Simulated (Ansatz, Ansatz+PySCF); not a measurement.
```yaml
atoms:
  - { symbol: N, position_ang: [0.0000, 0.0000, -0.1701] }
  - { symbol: H, position_ang: [0.0000, 0.0000, 1.1907] }
```

Basis set: 6-31G (spherical functions). Correlated methods keep 1 orbital frozen. Correlation on ROHF uses semicanonical orbitals with singles. Charge 0, multiplicity 3.

Computed with Ansatz (development build ahead of 0.2.0); each method stands on the lowest determinant of its kind that the runs found.

The atomization energy at this shape (free ground-state atoms in the same class of orbitals less the molecule, no zero-point energy) of triplet NH:

```csv
method,atomization energy
ROHF-CCSD(T),1.86 eV
ROHF-MP2,1.49 eV
UHF-MP2,1.39 eV
UHF,0.65 eV
ROHF,0.41 eV
```

(1) What does PBE0 (unrestricted) give?

## Answers

(1) 2.35 eV. Caution for ROHF-CCSD(T), ROHF-MP2, UHF-MP2: bonds are stretched, where a single reference can fail. Caution for UHF-MP2, UHF: the unrestricted determinant is spin contaminated.

This basis has no polarisation functions and is too small for such energies, which can lie far from measured ones in either direction.
